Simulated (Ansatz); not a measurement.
```yaml
atoms:
  - { symbol: C, position_ang: [0.0000, 0.0000, -0.6988] }
  - { symbol: C, position_ang: [0.0000, 0.0000, 0.6988] }
  - { symbol: H, position_ang: [0.0000, -0.9420, -1.0719] }
  - { symbol: H, position_ang: [-0.8158, 0.4710, -1.0719] }
  - { symbol: H, position_ang: [0.8158, 0.4710, -1.0719] }
  - { symbol: H, position_ang: [0.0000, 0.9420, 1.0719] }
  - { symbol: H, position_ang: [-0.8158, -0.4710, 1.0719] }
  - { symbol: H, position_ang: [0.8158, -0.4710, 1.0719] }
```

Basis set: def2-TZVP (spherical functions). Frozen core: 2 orbitals. Charge 0, multiplicity 1.

Computed with Ansatz (development build ahead of 0.2.0); each method stands on the lowest determinant of its kind that the runs found. Restricted open shells among the atoms or ions are ROHF, correlated in semicanonical orbitals with singles.

Give the atomization energy at this shape (free ground-state atoms in the same class of orbitals less the molecule, no zero-point energy) of singlet C2H6 by RHF-MP2, RHF.

```tsv
method	atomization energy
RHF-MP2	28.83 eV
RHF	23.15 eV
```

Caution: no unrestricted run beside it, a lower state can exist; the shape is not the minimum.
